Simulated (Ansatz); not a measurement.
`C[Si]Br` + H₂ → `[SiH]Br` + CH₄ at 500 K and 1 bar (hydrogenolysis of the Si–C bond).

Isolated molecules relaxed with PBE0-D4/def2-TZVP in Ansatz; ΔE leaves out vibrations. CBS: MP2 limit from def2 TZ/QZ plus the TZ coupled-cluster correction, frozen cores. This one scheme is used for every species. For Br outer-core shells are correlated without core-valence functions, which leaves a few kJ/mol of doubt a bond. Scalar relativity is left out up to krypton.

```
  species  CCSD(T)/CBS energy (Eh)  H − E (kJ/mol)  S (J/(mol·K))
`C[Si]Br`              -2902.25975           126.6          348.9
       H₂                 -1.17544            41.0          145.5
`[SiH]Br`              -2862.97869            39.2          286.1
      CH₄                -40.46206           135.6          206.8
```

H − E and S are ideal-gas, rigid-rotor, harmonic terms from PBE0-D4/def2-TZVP. The MP2-based limit puts H₂ 0.8 mEh under its directly extrapolated value; such offsets cancel only in part. 1 Eh = 2625.50 kJ/mol, R = 8.31446 J/(mol·K).

By hand: ΔE, ΔH, ΔS and ΔG.

ΔE = (-2862.97869) + (-40.46206) − (-2902.25975) − (-1.17544) = -0.00556 Eh = -14.6 kJ/mol. Δ(H − E) = 39.2 + 135.6 − 126.6 − 41.0 = 7.2, so ΔH = -7.4 kJ/mol. ΔS = 286.1 + 206.8 − 348.9 − 145.5 = -1.5 J/(mol·K). ΔG = -7.4 − 500 × (-1.5)/1000 = -6.7 kJ/mol.

By hand: the equilibrium constant, and the temperature at which ΔG would vanish if ΔH and ΔS stayed fixed.

log₁₀ K = −ΔG/(RT ln 10) = 0.7. ΔG = 0 at ΔH/ΔS = 4933 K, far beyond where these terms or the molecules hold.

The number of gas molecules stays the same, so ΔS is small and ΔH decides. A doubt of 5 kJ/mol in ΔE shifts log₁₀ K by 0.5 here. These are equilibria of isolated gas molecules and say nothing of rates. Largest T1 diagnostic: 0.011 (customary marks: 0.02 for closed shells, 0.045 for open ones).
